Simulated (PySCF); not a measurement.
diphosphane cation (H4P2), SMILES PP (connectivity only; charge and spin as stated), charge +1, multiplicity 2.

Geometry optimised at PBE0-D3(BJ)/def2-TZVP. The multiplicity is an assumed one; other spin states were not compared.

Method: PBE0-D3(BJ)/def2-TZVP in PySCF 2.14.0.

Frequencies are harmonic and unscaled.

Question: List the normal modes with their intensities. (The exact figures need the calculation; the answer reports its results.)

Answer: 
| mode | ν (cm⁻¹) | IR (km/mol) | moving atoms (share of kinetic energy) |
|---|---|---|---|
| 1 | 283 | 4.6 | H 98 % |
| 2 | 356 | 163.2 | H 94 % |
| 3 | 503 | 0.0 | P 94 % |
| 4 | 566 | 9.4 | H 100 % |
| 5 | 790 | 0.0 | H 88 %, P 12 % |
| 6 | 823 | 0.0 | H 92 %, P 8 % |
| 7 | 1048 | 63.7 | H 96 % |
| 8 | 1051 | 0.0 | H 95 % |
| 9 | 2446 | 0.0 | H 98 % |
| 10 | 2451 | 19.8 | H 98 % |
| 11 | 2476 | 0.0 | H 96 % |
| 12 | 2485 | 15.1 | H 96 % |
